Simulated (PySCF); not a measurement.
The vertical singlet excitations below were computed for one of the candidates. Theory: TDDFT B3LYP/def2-SVPD, vertical, gas phase, core orbitals frozen in the response (PySCF 2.14.0, density-fitted response routines). Geometries: PBE0-D3(BJ)/def2-SVP, one conformer each.

```json
{"state": "S1", "λ (nm)": "194.0", "f": "0.0000"}
{"state": "S2", "λ (nm)": "188.4", "f": "0.0008"}
{"state": "S3", "λ (nm)": "188.4", "f": "0.0002"}
{"state": "S4", "λ (nm)": "145.1", "f": "0.080"}
{"state": "S5", "λ (nm)": "144.5", "f": "0.058"}
{"state": "S6", "λ (nm)": "142.3", "f": "0.0001"}
{"state": "S7", "λ (nm)": "140.2", "f": "0.108"}
{"state": "S8", "λ (nm)": "135.9", "f": "0.102"}
{"state": "S9", "λ (nm)": "135.0", "f": "0.0074"}
{"state": "S10", "λ (nm)": "131.1", "f": "0.578"}
```

**Question.** Which candidate is it?
A. `FC(S[BH2-][S+](C)C)(F)F`
B. `COC(=O)COC(C)=O`
C. `C#CC(F)(F)C(F)(F)F`

**Answer.** C. Its S1, at 6.39 eV, is the highest among the candidates; the nearest of the others has S1 at 5.92 eV. S1 is HOMO→LUMO (61%), HOMO-1→LUMO+1 (37%). Löwdin shares by element: HOMO (one of a set within 0.03 eV) carbon 89% or more; LUMO carbon 73% or more, hydrogen 8% (atoms not listed hold the other 19%). At the same level the other candidates give, for their lowest levels:
- `C[S+](C)[BH2-]SC(F)(F)F`: 227 nm (f 0.006); 211 nm (f 0.020); 200 nm (f 0.001); 194 nm (f 0.011); 185 nm (f 0.013); T1 5.22 eV; HOMO -6.74, LUMO -0.40 eV
- `COC(=O)COC(C)=O`: 210 nm (f 0.001); 207 nm (f 0.001); 183 nm (f 0.003); 176 nm (f 0.018); 168 nm (f 0.041); T1 5.41 eV; HOMO -7.92, LUMO -0.28 eV

Conformer computed: `[CH:1]#[C:2][C:3]([F:4])([F:5])[C:6]([F:7])([F:8])[F:9]`: C2–C3–C6–F7 -59°.
Triplets come from the Tamm–Dancoff approximation.
